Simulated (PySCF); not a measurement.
SiOF, SMILES O=[Si]F, multiplicity 2.

Coordinates come from a PBE0-D3(BJ)/def2-TZVP optimisation.

Method: TDA-ωB97X/def2-TZVPD run with PySCF.

Vertical excitations. The molecule is in vacuum.

Computed excitation energies, oscillator strengths and character:
```tsv
state	energy (eV)	λ (nm)	f	main pairs
root 1	2.64	470	0.010	β HOMO→LUMO 93 %
root 2	2.69	461	0.004	β HOMO−1→LUMO 97 %
root 3	4.50	275	0.057	α HOMO→LUMO 95 %
root 4	4.60	270	0.033	α HOMO−1→LUMO 12 %, β HOMO−2→LUMO 81 %
root 5	5.72	217	0.005	α HOMO−1→LUMO 47 %, β HOMO−1→LUMO+1 41 %
root 6	5.91	210	0.000	α HOMO−2→LUMO 72 %, β HOMO→LUMO+1 23 %
root 7	6.32	196	0.011	α HOMO−2→LUMO 24 %, β HOMO→LUMO+1 71 %
root 8	7.02	177	0.050	α HOMO→LUMO+1 46 %, α HOMO→LUMO+2 31 %, β HOMO−3→LUMO 10 %
root 9	7.34	169	0.005	α HOMO−1→LUMO 12 %, α HOMO→LUMO+3 8 %, β HOMO−3→LUMO 38 %, β HOMO−1→LUMO+1 24 %
root 10	7.38	168	0.008	β HOMO−4→LUMO 96 %
```
Unrestricted roots are not spin-pure.
